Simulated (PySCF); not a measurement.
C₇H₄F₄, SMILES Fc1ccc(C(F)(F)F)cc1 (GFN2-xTB optimised geometry):

```
15

F     -1.392    -2.912     0.000
C     -0.743    -1.737     0.000
C     -1.480    -0.565     0.000
C     -0.808     0.642     0.000
C      0.582     0.658     0.004
C      1.295     1.981    -0.025
F      1.362     2.488    -1.272
F      0.681     2.912     0.721
F      2.557     1.907     0.418
C      1.308    -0.526     0.000
C      0.642    -1.737     0.000
H     -2.557    -0.608    -0.001
H     -1.357     1.571     0.003
H      2.387    -0.499     0.002
H      1.179    -2.672     0.000
```

Method: PySCF 2.14.0 with PBE0/def2-TZVP.

Question: What are the frontier orbital energies and the dipole moment?

Answer: HOMO-2 -10.45 eV, HOMO-1 -8.22 eV, HOMO -7.81 eV, LUMO -1.03 eV, LUMO+1 -0.97 eV; dipole moment 1.44 D.

Meta-Löwdin charges at PBE0/def2-TZVP: F1 -0.26, C2 0.31, C3 -0.16, C4 -0.10, C5 -0.06, C6 0.78, F7 -0.28, F8 -0.28, F9 -0.27, C10 -0.10, C11 -0.16, H12 0.14, H13 0.14, H14 0.14, H15 0.14.
